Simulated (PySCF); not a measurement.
Ligand exchange on a metal centre used in film growth or etching (Hf OH-H). Gas-phase values, no solvent. One relaxed conformer stands for each flexible species; it need not be the lowest.

The numbers are results of B3LYP-D3(BJ)/def2-TZVP // r2SCAN-D4/def2-SVP in PySCF, not measurements. All candidates: neutral, multiplicity 1. B3LYP has the VWN-RPA correlation part, as in Gaussian. 

```
Quantity          Value
-------------  --------
LUMO           -1.26 eV
HOMO           -7.45 eV
HOMO–LUMO gap   6.20 eV
```

Problem. Which member has these values?
(A) [Hf(OH)2(H)2]
(B) [Hf(OH)3(H)]
(C) [Hf(OH)4]
(D) [Hf(H)4]

Solution. A, [Hf(OH)2(H)2]. The others give [Hf(H)4]: -2.34 eV, -8.27 eV, 5.93 eV; [Hf(OH)3(H)]: -0.12 eV, -7.52 eV, 7.40 eV; [Hf(OH)4]: -0.21 eV, -8.14 eV, 7.93 eV
